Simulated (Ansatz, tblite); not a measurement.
Removing and adding an electron: the cluster InSn₂ (the lowest doublet isomer of a short search). Charge 0, multiplicity 2. Geometry: PBE-D4/def2-SVP. Ansatz, gas phase; energy differences of separate SCF runs; the oxidised species is a triplet (the singlet lies 0.54 eV higher at PBE0-D4/def2-TZVP); the reduced species is a singlet (the triplet lies 0.25 eV higher at PBE0-D4/def2-TZVPD).

Cartesian coordinates in Å:
```
In -0.820 -0.792 -1.531
Sn -0.595 0.343 1.687
Sn 1.415 0.450 -0.156
```

In the def2 sets In, Sn take a core potential; there is no spin–orbit coupling. The xTB rows come from tblite. The structure comes from a short search, and lower isomers may exist.

```tsv
level	−HOMO (eV)	vertical IE (eV)	−LUMO (eV)	vertical EA (eV)	HOMO–LUMO gap (eV)	IE − EA (eV)	remarks
GFN1-xTB	–	11.03	–	5.85	–	5.17	–
PBE-D4/def2-TZVP	4.42	6.66	4.12	–	0.30	–	–
PBE-D4/def2-TZVPD	4.44	–	4.14	2.05	0.30	–	HOMO above zero (-1 singlet), restricted singlet, untested (-1 singlet)
```

Q: Estimate the rows for GFN2-xTB, PBE0-D4/def2-TZVP, PBE0-D4/def2-TZVPD.

A: 
| level | −HOMO (eV) | vertical IE (eV) | −LUMO (eV) | vertical EA (eV) | HOMO–LUMO gap (eV) | IE − EA (eV) | remarks |
| --- | --- | --- | --- | --- | --- | --- | --- |
| GFN2-xTB | – | 10.78 | – | 4.96 | – | 5.82 | – |
| PBE0-D4/def2-TZVP | 5.06 | 6.60 | 3.45 | – | 1.61 | – | spin-contaminated (⟨S²⟩ 0.87) (doublet) |
| PBE0-D4/def2-TZVPD | 5.08 | – | 3.47 | 2.05 | 1.61 | – | restricted singlet, untested (-1 singlet), spin-contaminated (⟨S²⟩ 0.86) (doublet) |

Run but left out: r2SCAN-D4/def2-TZVP, r2SCAN-D4/def2-TZVPD (doublet: ⟨S²⟩ 1.10 to 1.11, where a pure state has 0.75).   A HOMO above zero means that the electron is unbound at that level or that self-interaction error raises the level; the energy of removing that electron tells which. HOMO and LUMO are the levels of the spin that leaves or enters (xTB has no such levels and no spin-polarisation term). Other spin states of the ions may lie lower, which would lower the ionisation energy or raise the affinity. Raw xTB energy differences between charge states are shifted by several eV; the methods need an empirical correction for them.
